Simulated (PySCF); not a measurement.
BrCl, charge +1, multiplicity 2. Atoms are numbered in the order given.

```xyz
2

Cl     0.0000     0.0000    -1.3730
Br     0.0000     0.0000     0.6669
```
Charge +1, spin multiplicity 2.

Coordinates come from a PBE0-D3(BJ)/def2-TZVP optimisation. The multiplicity is an assumed one; other spin states were not compared.

Calculation: PySCF with M06-2X/def2-TZVPD.

Mulliken values depend strongly on the basis, most of all with diffuse functions as here. ESP charges are fitted to the potential on shells at 1.4 to 2.0 van der Waals radii. Atomic charges (e):

| atom | meta-Löwdin | ESP fit | Mulliken spin |
|---|---|---|---|
| Cl1 | 0.31 | (withheld) | 0.35 |
| Br2 | 0.69 | (withheld) | 0.65 |

Q: Fill in the missing entries. (The exact figures need the calculation; the answer reports its results.)

A: 
- Cl1, ESP fit: 0.36
- Br2, ESP fit: 0.64
